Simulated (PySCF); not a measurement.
HfF4 at several levels of theory

Computed with PySCF 2.14.0 (density fitting, no spin-orbit coupling) at the geometry relaxed with PBE0:

```xyz
5
HfF4 (singlet)
Hf    0.0000    0.0000    0.0000
F     1.0998    1.0998    1.0998
F    -1.0998   -1.0998    1.0998
F     1.0998   -1.0998   -1.0998
F    -1.0998    1.0998   -1.0998
```

| level | basis | state | HOMO (eV) | gap (eV) | charge on Hf1 (e) | dipole about the centre of mass (D) | largest force component (eV/Å) |
| --- | --- | --- | --- | --- | --- | --- | --- |
| PBE0 | Hf def2-SVP with ECP60, F def2-SVP | singlet | -12.04 | 11.19 | 1.44 | 0.00 | 0.02 |
| TPSS | the same | singlet | -10.03 | 8.63 | 1.30 | 0.00 | 0.19 |
| PBE0 | Hf def2-TZVP with ECP60, F def2-TZVP | singlet | -12.17 | 11.23 | 1.70 | 0.00 | 0.14 |

Charges are Mulliken's, which hang on the basis. The relaxation used the grid (50, 194), these runs (75, 302) or, all-electron (x2c bases, spin-free X2C Hamiltonian), (99, 590).

Problem. What does M06-L with Hf def2-SVP with ECP60, F def2-SVP give here?

Solution. state singlet, HOMO (eV) -10.41, gap (eV) 9.07, charge on Hf1 (e) 1.58, dipole about the centre of mass (D) 0.00, largest force component (eV/Å) 0.13. Time: 3.4 s on 2 threads of Arm Neoverse V2, with other jobs on the host, from an already converged density.

In the first row's basis the gap widens with exact exchange: 8.6 to 9.1 eV for TPSS, M06-L (none); 11.2 eV for PBE0 (a fixed share).
